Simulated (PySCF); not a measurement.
RuO4(NH3) (singlet state).
Structure used (PBE0-D3(BJ)/def2-SVP), in Å, numbered top down from 1:
```xyz
9
H3NO4Ru angstrom
Ru     0.007    0.002    1.200
O      0.015    0.003    2.866
N     -0.007   -0.001   -1.341
H      0.511   -0.798   -1.709
H      0.419    0.847   -1.712
H     -0.959   -0.056   -1.701
O      1.630    0.006    0.791
O     -0.812    1.406    0.802
O     -0.804   -1.408    0.804
```

Computed, not measured: PBE0-D3(BJ)/def2-SVP geometry optimisation, gas phase, def2 core potentials past Kr in PySCF 2.14.0.

**Question.** Which atoms are bound to Ru1, and at what distances?

**Answer.** 5 atoms: O2 1.667 Å, O8 1.674 Å, O9 1.674 Å, O7 1.674 Å, N3 2.541 Å. The nearest atom not counted as bound is H4, at 3.06 Å (others tie with it).

**Question.** List the angles at Ru1.

**Answer.** 
```tsv
angle	degrees	distance of the outer atoms (Å)
O2–Ru1–N3	179.9	4.21
O7–Ru1–O9	114.5	2.82
O7–Ru1–O8	114.5	2.82
O8–Ru1–O9	114.4	2.81
O2–Ru1–O7	103.9	2.63
O2–Ru1–O8	103.8	2.63
O2–Ru1–O9	103.8	2.63
N3–Ru1–O7	76.2	2.69
N3–Ru1–O8	76.1	2.69
N3–Ru1–O9	76.1	2.69
```

**Question.** What is the shape at Ru1?

**Answer.** Trigonal bipyramidal: τ5 = (β − α)/60° = 1.09 from the two widest angles, 179.9° and 114.5° (0 for a square pyramid, 1 for a trigonal bipyramid).

**Question.** What are the other bond lengths?

**Answer.** N3–H4, N3–H5, N3–H6 1.019 Å.

Charge 0, singlet. Stationary, but not proved a minimum.
